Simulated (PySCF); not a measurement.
## How methods differ on the ionisation energy of Ca

Ca [Ar] 4s2 (1S) → Ca⁺ [Ar] 4s1 (2S), as a difference of total energies. All numbers are calculated (PySCF 2.14, the non-relativistic Hamiltonian (point nucleus), in aug-pcseg-3). Correlated levels: valence: [Ar] frozen. The calculations carry no spin-orbit coupling.

```json
{"method": "UHF", "ionisation energy (eV)": "5.117", "difference from reference (eV)": "-0.996"}
{"method": "MP2 (valence)", "ionisation energy (eV)": "5.655", "difference from reference (eV)": "-0.458"}
{"method": "SCS-MP2 (valence)", "ionisation energy (eV)": "5.763", "difference from reference (eV)": "-0.350"}
{"method": "CCSD (valence)", "ionisation energy (eV)": "5.897", "difference from reference (eV)": "-0.216"}
```

Reference: 6.113 eV (measured; NIST Atomic Spectra Database, ionization energies).

These non-relativistic numbers lack the scalar-relativistic shift.

Errors of the correlated levels include the incompleteness of this basis and the frozen core.

With two correlated electrons CCSD is exact in that space.
